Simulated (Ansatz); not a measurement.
`CN[SiH2][SiH3]` + `[NH2][GeH]([OH])[CH2]Cl` → `CN[SiH](N)[SiH3]` + `[OH][GeH2][CH2]Cl`  (redistribution)

Computed with Ansatz on PBE0-D4/def2-TZVP structures; ΔE is electronic, products minus reactants. CCSD(T)/CBS adds triple-zeta CCSD(T) − MP2 to the extrapolated MP2 energy (def2 sets, frozen cores). DFT in def2-TZVPP. B3LYP here is the variant with VWN-RPA as its local correlation; programs differ in this. For Ge outer-core shells are correlated without core-valence functions, which leaves a few kJ/mol of doubt a bond. Scalar relativity is left out up to krypton. One conformer a species, not always the lowest.

`CN[SiH2][SiH3]`:

Z-matrix (Å, degrees):
```
C
N 1 1.448
H 1 1.093 2 109.5
H 1 1.093 2 110.8 3 -117.7
H 1 1.098 2 113.9 3 120.2
Si 2 1.722 1 122.6 3 -37.9
H 2 1.008 1 113.6 3 171.6
Si 6 2.354 2 115.3 1 -62.4
H 6 1.491 2 108.4 1 58.0
H 6 1.489 2 107.1 1 176.3
H 8 1.490 6 110.9 2 -61.9
H 8 1.490 6 111.2 2 177.7
H 8 1.491 6 110.9 2 57.6
```

`[NH2][GeH]([OH])[CH2]Cl`:

```xyz
11

N     0.674   -0.840    1.406
Ge    0.514   -0.137   -0.272
O     0.118   -1.476   -1.374
C    -1.005    1.072   -0.541
Cl   -0.827    2.493    0.520
H     1.239   -0.296    2.042
H    -0.191   -1.091    1.863
H     1.852    0.539   -0.613
H     0.625   -2.265   -1.167
H    -1.055    1.424   -1.571
H    -1.944    0.579   -0.292
```

`CN[SiH](N)[SiH3]`:

Z-matrix (Å, degrees):
```
C
N 1 1.445
H 1 1.097 2 113.6
H 1 1.095 2 111.1 3 121.9
H 1 1.093 2 109.3 3 -119.9
Si 2 1.715 1 124.9 3 91.8
H 2 1.008 1 113.9 3 -65.1
Si 6 2.356 2 116.1 1 -87.8
N 6 1.714 2 107.6 1 154.2
H 6 1.497 2 103.1 1 30.0
H 8 1.491 6 110.1 2 65.7
H 8 1.493 6 112.7 2 -174.3
H 8 1.491 6 111.2 2 -53.5
H 9 1.006 6 121.1 2 151.3
H 9 1.008 6 120.9 2 -58.6
```

`[OH][GeH2][CH2]Cl`:

Z-matrix (Å, degrees):
```
Ge
C 1 1.966
O 1 1.777 2 107.6
H 1 1.540 2 108.9 3 -120.2
H 1 1.535 2 111.8 3 114.9
Cl 2 1.785 1 108.5 3 56.1
H 2 1.089 1 111.2 3 -62.0
H 2 1.089 1 112.4 3 175.2
H 3 0.961 1 111.3 2 -52.7
```

| level | ΔE (kJ/mol) | difference from CCSD(T)/CBS |
| --- | --- | --- |
| PBE-D4 | -39.2 | -1.1 |
| r2SCAN-D4 | -40.6 | -2.5 |
| B3LYP-D4 | -40.6 | -2.5 |
| ωB97M-V | -40.6 | -2.5 |
| B2PLYP | -38.1 | 0.0 |
| PBE | -38.6 | -0.5 |
| PBE0 | -39.1 | -1.0 |
| HF/def2-TZVPP | -35.3 | 2.8 |
| MP2/def2-TZVPP | -35.8 | 2.3 |
| SCS-MP2/def2-TZVPP | -34.6 | 3.5 |
| CCSD/def2-TZVPP | -35.0 | 3.1 |
| CCSD(T)/def2-TZVPP | -34.9 | 3.2 |
| MP2/def2-QZVPP | -38.1 | 0.0 |
| SCS-MP2/def2-QZVPP | -36.8 | 1.3 |
| HF/CBS(def2) | -36.7 | 1.4 |
| MP2/CBS(def2) | -39.1 | -1.0 |
| CCSD(T)/CBS | -38.1 | 0 |

Largest T1 diagnostic among the species: 0.012.
